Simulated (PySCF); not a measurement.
HSE06 on K⁻ (potassium, charge -1), [Ar] 4s2, closed-shell 1S. Computed with PySCF 2.14 in x2c-TZVPPall with one added diffuse shell each of s, p, d type (7s5p4d, 42 functions), with the spin-free X2C one-electron Hamiltonian (Gaussian nucleus).

```
cycle= 1 E= -602.086714648022  delta_E= -0.00241  |g|= 0.0176  |ddm|= 0.447
cycle= 2 E= -602.087000685107  delta_E= -0.000286  |g|= 0.0148  |ddm|= 0.241
cycle= 3 E= -602.08729222979  delta_E= -0.000292  |g|= 0.000512  |ddm|= 0.103
cycle= 4 E= -602.087293331877  delta_E= -1.1e-06  |g|= 7.82e-05  |ddm|= 0.0135
cycle= 5 E= -602.08729336887  delta_E= -3.7e-08  |g|= 1.2e-05  |ddm|= 0.00134
cycle= 6 E= -602.087293369645  delta_E= -7.75e-10  |g|= 9e-07  |ddm|= 0.000456
converged SCF energy = -602.087293369645  <S^2> = -1.0658141e-14  2S+1 = 1
```

Highest occupied orbital energy: 0.668 eV; ⟨L²⟩ = 0.00; populations by l: s 8.00, p 12.00, d 0.00.

Task: Can this result be used?

Result: With care. Self-consistency was reached. At HSE06 the highest occupied level has a positive energy, so only the finite basis holds that electron; in a semilocal or global hybrid functional this comes from self-interaction and does not mean that the real anion is unbound.
